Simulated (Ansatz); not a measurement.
Spectroscopic constants of YH, multiplicity 3 (an upper state: multiplicity 1 came lower at CCSD(T)/def2-TZVPP on PBE0 minima). No spin–orbit coupling.

The constants come from a fifth-degree fit in 1/R (seven points, main isotopes). Runs in def2 and cc sets follow the lowest solution found near the PBE0 minimum.

Correlated levels freeze the inner cores; with def2 sets outer-core shells near the valence are correlated too.

Codes used: Ansatz (Gaussian basis) for Hartree–Fock, density functionals and correlated methods. Values without a source in brackets are computed. In def2 rows elements past Kr take small-core potentials, without spin–orbit coupling.

Problem. What bond length and harmonic frequency does PBE0/def2-TZVPP give?

Solution. r_e = 1.976 Å, ω_e = 1432 cm⁻¹.

Problem. What bond length and harmonic frequency does wB97X-V/def2-TZVPP give?

Solution. r_e = 1.995 Å, ω_e = 1420 cm⁻¹.

Problem. What bond length and harmonic frequency does CCSD(T)/def2-TZVPP give?

Solution. r_e = 1.999 Å, ω_e = 1399 cm⁻¹.

Ansatz is a first-principles code.
